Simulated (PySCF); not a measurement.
Coordinates in bohr (charge 0 multiplicity 3):
```
Ru    0.0000    0.0000   -0.4379
S     0.0000    0.0000    3.5078
O     3.1482    0.1956   -1.9777
O    -3.1482   -0.1956   -1.9777
H     4.1384   -1.3639   -2.1127
H    -4.1384    1.3639   -2.1127
```

Method: PySCF, UPBE, basis Ru def2-SVP with ECP28, S def2-SVP, O def2-SVP, H def2-SVP (scalar-relativistic core potentials, no spin–orbit coupling, density fitting).

This geometry of RuS(OH)₂ is a stationary point at this level.

Task: What is the point group?

Result: C2.

Task: Is it a minimum?

Result: Yes: all harmonic wavenumbers are real.

Task: Which band is strongest in the infrared?

Result: 670 cm⁻¹ (b), 280 km/mol.

Task: What are the dipole moment and the gap between the highest occupied and lowest empty levels of either spin?

Result: 1.32 D and 0.69 eV.

Task: Give the atomic charges and bond orders.

Result: 
```json
{"atom": "Ru1", "Mulliken": "0.32", "Löwdin": "-0.40", "polar tensor": "0.91", "spin (Mulliken)": "1.44", "Mayer order to Ru1": "–"}
{"atom": "S2", "Mulliken": "-0.06", "Löwdin": "0.29", "polar tensor": "-0.27", "spin (Mulliken)": "0.44", "Mayer order to Ru1": "2.12"}
{"atom": "O3,4", "Mulliken": "-0.36", "Löwdin": "-0.06", "polar tensor": "-0.63", "spin (Mulliken)": "0.04", "Mayer order to Ru1": "1.13"}
{"atom": "H5,6", "Mulliken": "0.23", "Löwdin": "0.12", "polar tensor": "0.31", "spin (Mulliken)": "0.02", "Mayer order to Ru1": "0.02"}
```
Other Mayer orders above 0.3: O–H 0.92 (×2).

This need not be the most stable arrangement of these atoms. With open d or f shells other occupations or spin states may lie lower.
